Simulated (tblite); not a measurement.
Run record: tight-binding relaxation, `N[Si@@H]1[SiH2][SiH2][SiH2][SiH2][Si@H]1O`.

Computed with GFN2-xTB geometry optimisation, gas phase (tblite 0.8.0). Start geometry: from a force field or distance geometry. The input is one job of a driver script: a line of settings, then coordinates in Å.

Command:
```bash
OMP_NUM_THREADS=1 python probes_run.py task.json out
```

Input:
```
{"job": {"kind": "relax", "xc": "GFN2-xTB", "basis": "xTB"}, "charge": 0, "multiplicity": 1}
N     -3.198100     0.591800    -0.280100
Si    -1.554100     0.567000     0.133300
Si    -0.170900     1.649800    -1.358400
Si     1.921100     1.732600    -0.445100
Si     2.688700    -0.430300    -0.219300
Si     1.318200    -1.535600     1.253200
Si    -0.765500    -1.628700     0.294100
O     -1.831400    -2.533400     1.198600
H     -3.760500     0.200800     0.480300
H     -3.532400     1.556100    -0.374500
H     -1.491300     1.222600     1.463700
H     -0.696900     3.030400    -1.590600
H     -0.154500     0.933100    -2.653000
H      2.841600     2.513900    -1.308300
H      1.861300     2.386600     0.901400
H      2.661000    -1.107000    -1.537800
H      4.093300    -0.420700     0.276600
H      1.852500    -2.909400     1.508300
H      1.274200    -0.790300     2.551900
H     -0.694900    -2.232300    -1.050500
H     -2.670200    -2.779900     0.755600
```

Output:
```
step      E/eV     max force
  0    -652.06976    1.943
  1    -652.18126    0.547
  2    -652.21795    0.378
  3    -652.25111    0.353
  4    -652.28726    0.517
  5    -652.34034    0.601
  6    -652.37472    0.454
  7    -652.39324    0.226
  8    -652.40280    0.227
  9    -652.41204    0.196
... (222 lines left out)
232    -652.66954    0.020
233    -652.66959    0.016
234    -652.66963    0.017
235    -652.66967    0.017
236    -652.66971    0.016
237    -652.66974    0.012
238    -652.66976    0.013
239    -652.66978    0.012
240    -652.66979    0.012
241    -652.66981    0.010
```

«max force» is the largest atomic force in eV/Å.

**Question.** From which step on does the largest force stay under 0.1 eV/Å, and how much energy is left to gain from there?

**Answer.** From step 206 (0.096 eV/Å), 13.0 meV above the end.

Main results: energy lowered by 13.8 kcal/mol over 241 steps; largest atomic force 0.010 eV/Å at the end.

**Question.** Estimate the wall time. Hardware: one thread, Arm Neoverse V2 (aarch64), no GPU (shared host).

**Answer.** About 3.4 s.
Labels such as C1 count atoms from 1, the log's own numbers from 0.
